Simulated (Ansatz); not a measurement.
`[SiH3][AsH][SiH3]` → `[SiH3][AsH2]` + `[SiH2]`  (silylene loss)

Isolated molecules relaxed with PBE0-D4/def2-TZVP in Ansatz; ΔE leaves out vibrations. CCSD(T)/CBS is the MP2 limit (def2-TZVPP, def2-QZVPP) plus CCSD(T) − MP2 in def2-TZVPP, frozen cores. This one scheme is used for every species. DFT in def2-TZVPP. B3LYP here is the variant with VWN-RPA as its local correlation; programs differ in this. For As outer-core shells are correlated without core-valence functions, which leaves a few kJ/mol of doubt a bond. Scalar relativity is left out up to krypton.

Question: Is it downhill or uphill in electronic energy at CCSD(T)/CBS, and by how much? (Best estimate.)

Answer: The calculation gave: Uphill: ΔE = +65.6 kcal/mol.

Question: What do these levels give: LDA (SPW92), revPBE-D4, B3LYP-D4, B2PLYP, r2SCAN, PBE0? (Best estimate.)

Answer: The calculation gave: LDA (SPW92) 72.4, revPBE-D4 66.0, B3LYP-D4 64.0, B2PLYP 63.5, r2SCAN 69.8, PBE0 67.1 kcal/mol.

Largest T1 diagnostic among the species: 0.014.

From BLYP to BHLYP (50 % exact exchange), in def2-TZVPP and without D4, ΔE moves by +5.8 kcal/mol. The D4 term adds +3.8 kcal/mol with B3LYP and +2.1 kcal/mol with PBE0; it sums over pairs of atoms, weighted by their polarisabilities, and B3LYP, whose exchange is more repulsive, gets the larger term.
